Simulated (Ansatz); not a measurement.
`C[O][Zr]([Cl])([NH]C(C)C)[O]C` at its PBE0-D4/def2-TZVP geometry, where that method's forces vanish. Total charge 0; spin multiplicity 1. Zr: def2 effective core potential.

```xyz
24

C     1.2419   -2.7179    0.6991
O     1.2006   -1.3313    0.7260
Zr    0.9722    0.5693    0.7173
Cl    0.8535    1.3245    2.9911
N    -0.7211    1.0890   -0.2739
C    -2.0852    0.6048   -0.1529
C    -2.5844    0.0076   -1.4608
C    -2.1713   -0.4056    0.9783
O     2.3675    1.4739   -0.2179
C     3.5697    1.8871   -0.7822
H     1.9756   -3.0686   -0.0344
H     1.5217   -3.1105    1.6823
H     0.2628   -3.1312    0.4298
H    -0.6464    1.7850   -1.0078
H    -2.7405    1.4499    0.1074
H    -3.6260   -0.3142   -1.3752
H    -2.5240    0.7371   -2.2728
H    -1.9747   -0.8570   -1.7376
H    -3.1981   -0.7486    1.1179
H    -1.5556   -1.2841    0.7580
H    -1.8361    0.0293    1.9250
H     4.0985    2.5614   -0.1012
H     4.2169    1.0298   -0.9955
H     3.3825    2.4203   -1.7198
```

Q: What forces (eV/Å) does r2SCAN-D4/def2-TZVPP give on these atoms in Ansatz 0.2.0? (An estimate is asked.)

A: The calculation gave: 
```
C1   0.011 -0.294 -0.006
O2   0.014  0.065  0.003
Zr3 -0.017  0.028  0.121
Cl4  0.002  0.040  0.118
N5   0.058  0.066 -0.058
C6  -0.169  0.067  0.020
C7  -0.063 -0.050 -0.131
C8  -0.006 -0.088  0.116
O9  -0.104  0.020  0.004
C10  0.262  0.088 -0.119
H11 -0.005 -0.002  0.006
H12 -0.001  0.001 -0.008
H13  0.006 -0.001  0.000
H14 -0.002  0.043 -0.055
H15 -0.020  0.017  0.001
H16  0.012  0.000 -0.002
H17  0.003 -0.010  0.010
H18 -0.001  0.006  0.007
H19  0.013  0.003 -0.005
H20  0.006  0.009 -0.007
H21  0.006 -0.007 -0.013
H22 -0.004 -0.005 -0.008
H23 -0.003  0.008  0.000
H24  0.002 -0.004  0.008
```
